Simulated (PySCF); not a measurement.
## Electronic absorption of SiHMe2(OiPr)

Species: SiHMe2(OiPr), C₅H₁₄OSi.
SMILES: `[H][Si](C)(C)OC(C)C`

Method used: TDDFT B3LYP/def2-SVPD, vertical, gas phase, core orbitals frozen in the response (PySCF 2.14.0, density-fitted response routines). Isolated species at its PBE0-D3(BJ)/def2-SVP geometry (one conformer only).

Q: What does the calculation give for the low-lying excited states?

A: 

```
state  E (eV)  λ (nm)       f  main configurations (H = HOMO, L = LUMO)
   S1    6.98   177.7   0.028                                 H→L (95%)
   S2    7.28   170.3  0.0054                               H→L+1 (90%)
   S3    7.46   166.1   0.018                               H→L+2 (94%)
   S4    7.66   161.8  0.0035                               H-1→L (91%)
   S5    7.80   159.0   0.035                               H→L+3 (92%)
   S6    7.94   156.2   0.081                H-1→L+1 (78%), H-2→L (10%)
   S7    8.00   155.0   0.024                               H→L+4 (81%)
   S8    8.14   152.4   0.024                             H-1→L+2 (96%)
   S9    8.24   150.4  0.0071                 H-2→L (82%), H-1→L+1 (8%)
  S10    8.40   147.6   0.055                  H→L+5 (78%), H-3→L (10%)
```

Triplets, Tamm–Dancoff:

```json
{"state": "T1", "E (eV)": "6.87", "λ (nm)": "180.5", "main configurations (H = HOMO, L = LUMO)": "H→L (90%)"}
{"state": "T2", "E (eV)": "7.14", "λ (nm)": "173.6", "main configurations (H = HOMO, L = LUMO)": "H→L+1 (69%), H→L+4 (11%)"}
{"state": "T3", "E (eV)": "7.33", "λ (nm)": "169.2", "main configurations (H = HOMO, L = LUMO)": "H→L+2 (87%), H→L+1 (8%)"}
{"state": "T4", "E (eV)": "7.50", "λ (nm)": "165.3", "main configurations (H = HOMO, L = LUMO)": "H-1→L (80%), H-1→L+1 (10%)"}
```

The lowest singlet lies at 6.98 eV (178 nm, vacuum ultraviolet) and is weak; its leading configuration is HOMO→LUMO (95%). The most intense listed level is S6 at 7.94 eV (156 nm, f = 0.081), 0.96 eV above S1. Löwdin shares by element: HOMO oxygen 48%, carbon 18% or more, silicon 10% (atoms not listed hold the other 24%); LUMO carbon 21% or more, silicon 14%, hydrogen 6% or more (atoms not listed hold the other 58%). The oscillator strengths of these states sum to 0.280; summed over the whole spectrum of an exact calculation they would give the number of electrons, 66 (Thomas–Reiche–Kuhn). Weighted by f, the mean energy of these states is 7.90 eV. Of the 10 states listed, 7 reach f = 0.01 and none stays under 0.0005. No computed singlet lies in the visible range (380 to 750 nm); the lowest, at 178 nm, stands 3.72 eV above its violet end (3.26 eV). The vertical ionisation energy (ΔSCF) is 9.45 eV, 1.05 eV above S10. Singlets were solved by full linear response, triplets in the Tamm–Dancoff approximation.

Time: 1.9 min wall, 4.5 min CPU (with the writing of density and orbital grids); peak memory 1.7 GiB. Hardware: 2 threads of an INTEL XEON PLATINUM 8581C at 2.30 GHz, no GPU, shared host with 96 logical CPUs at a one-minute load of 12.

Without π bonds the low states are Rydberg-like; a valence basis with one diffuse set may place them up to an eV too high.
